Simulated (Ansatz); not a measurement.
Cost and result for the atomization energy of `[SiH3]C1=CO1` (8 atoms, 8 bonds).

Charge 0, multiplicity 1. The geometry is a stationary point of PBE0-D4/def2-TZVP. Program: Ansatz. All runs use 2 threads of an Arm Neoverse V1 on a shared host. Times are those of one run each, without the atoms' runs, and a repeat can differ threefold. Electronic energies, without spin–orbit coupling; frozen cores. CCSD(T)/CBS adds CCSD(T) − MP2 in def2-TZVPP to the MP2 limit, and its time is that of the two runs behind it. T1 = 0.024; the RHF reference is unstable towards UHF. B3LYP takes the VWN-RPA correlation (the form of Gaussian; ORCA's B3LYP/G).

CCSD(T)/CBS is a level of theory with its own doubt, some kJ/mol a heavy atom from the limit and from the frozen cores, so smaller differences don't rank the functionals.

| level | functions | wall time | atomization (kcal/mol) | difference from CCSD(T)/CBS | per bond |
| --- | --- | --- | --- | --- | --- |
| LDA (SPW92)/def2-TZVPP | 191 | 1.2 s | 791.8 | 114.9 | 14.4 |
| revPBE-D4/def2-TZVPP | 191 | 2.1 s | 682.1 | 5.2 | 0.7 |
| CCSD(T)/def2-SVP | 80 | 2.6 s | 633.5 | -43.4 | -5.4 |
| BHLYP-D4/def2-TZVPP | 191 | 2.7 s | 644.8 | -32.1 | -4.0 |
| CAM-B3LYP-D4/def2-TZVPP | 191 | 3.2 s | 676.9 | 0.0 | 0.0 |
| B3LYP-D4/def2-TZVPP (with forces) | 191 | 3.6 s | 677.3 | 0.4 | 0.0 |
| PBE-QIDH/def2-TZVPP | 191 | 5.5 s | 668.6 | -8.3 | -1.0 |
| ωB97X-V/def2-TZVPP | 191 | 8 s | 677.3 | 0.4 | 0.1 |
| B97M-V/def2-TZVPP | 191 | 9 s | 681.4 | 4.5 | 0.6 |
| ωB97M-V/def2-TZVPP (with forces) | 191 | 10 s | 677.2 | 0.3 | 0.0 |
| MP2/def2-QZVPP | 361 | 18 s | 683.3 | 6.4 | 0.8 |
| CCSD(T)/def2-TZVPP | 191 | 56 s | 656.1 | -20.8 | -2.6 |
| CCSD(T)/CBS(def2) | – | 74 s | 676.9 | 0.0 | 0.0 |

In def2-TZVPP, CCSD(T) changes the Hartree–Fock value by +201.4 kcal/mol (the triples alone add +16.9 kcal/mol) and MP2 by +216.2 kcal/mol; breaking electron pairs costs correlation energy, which Hartree–Fock lacks. At CCSD(T), def2-SVP lies −43.4 kcal/mol from the extrapolated value and def2-TZVPP −20.8 kcal/mol: correlation converges slowly with the basis, and small sets miss more of it in the bonded molecule than in its fragments. From r2SCAN to r2SCAN0 (25 % exact exchange), in def2-TZVPP and without D4, the atomization energy moves by −20.4 kcal/mol: exact exchange takes away binding that semilocal exchange gives to molecules.
